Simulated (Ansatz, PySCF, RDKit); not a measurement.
Pair of molecules: H2 (SMILES [H][H]) (first 2 atoms) with CH2O2 (SMILES O=CO); geometry from B3LYP-D3(BJ)/def2-TZVP, rigid monomers moved along the line of their centres of mass till H2···H7 is 2.94 Å.
(charge 0, multiplicity 1):
```xyz
7

H      0.01501     0.41293    -0.44022
H     -0.07755    -0.19628    -0.01959
O     -0.10846    -1.22547     3.58237
C      0.10037    -0.21912     4.19750
O      0.29649     0.99284     3.65509
H      0.16036    -0.14956     5.29113
H      0.23770     0.89892     2.68890
```

Monomers are frozen at their geometry in the pair; levels with a basis set take the counterpoise correction. Rows marked so take none. RDKit's UFF carries no charges.

Correlated levels freeze the cores. CBS(a, b) extrapolates the correlation energy as X⁻³ and adds the Hartree–Fock energy of set b. Rows in 3-21G, STO-3G carry no dispersion term and start afresh at each structure.

Codes used: Ansatz (a first-principles code) with Gaussian orbitals; PySCF for 3-21G rows, STO-3G rows, the dispersion terms; RDKit for the force fields. Each number belongs to the level named beside it.

```
level                                  interaction energy (meV)
-------------------------------------  ------------------------
UFF                                                        -9.5
HF/STO-3G (no counterpoise)                                -4.3
HF/3-21G (no counterpoise)                                -12.7
r2SCAN-D3(BJ)/def2-TZVPPD                                 -18.5
B3LYP-D3(BJ)/def2-TZVPPD                                  -19.2
MP2/CBS(aug-cc-pVDZ, aug-cc-pVTZ)                         -20.4
CCSD/aug-cc-pVTZ                                          -19.4
CCSD(T)/aug-cc-pVTZ                                       -20.8
CCSD(T)/CBS(aug-cc-pVDZ, aug-cc-pVTZ)                       ___
```

**Question.** Some entries are withheld; supply them.

**Answer.** 
- CCSD(T)/CBS(aug-cc-pVDZ, aug-cc-pVTZ), interaction energy (meV): -21.5
